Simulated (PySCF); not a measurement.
Computed IR spectrum (relative IR intensity) of a molecule C₂H₅ClO₂Si. Geometry optimised at PBE-D3(BJ)/def2-SVP. The values are those of a single conformer. Method: PySCF with PBE-D3(BJ)/def2-SVP. Frequencies are harmonic and unscaled.

Lines under 2 % of the strongest are left out, and lines within 2 cm⁻¹ are merged.

ν (cm⁻¹): 180 (vw), 231 (w), 263 (w), 283 (w), 322 (vw), 368 (m), 447 (w), 534 (w), 739 (w), 757 (vw), 780 (m), 828 (w), 864 (vs), 882 (w), 886 (m), 941 (m), 1059 (w), 1328 (vw), 1619 (w), 2223 (m), 3711 (m), 3754 (m) (against the strongest line: vs over 80 %, s over 45 %, m over 15 %, w over 4 %, vw less)

**Question.** Pick the molecule that these values belong to.
(A) C[Si@H](Cl)C(=O)O
(B) COC(=O)[SiH2]Cl
(C) C=C(Cl)[SiH](O)O
(D) C[Si]1(Cl)OCO1

**Answer.** C, C=C(Cl)[SiH](O)O
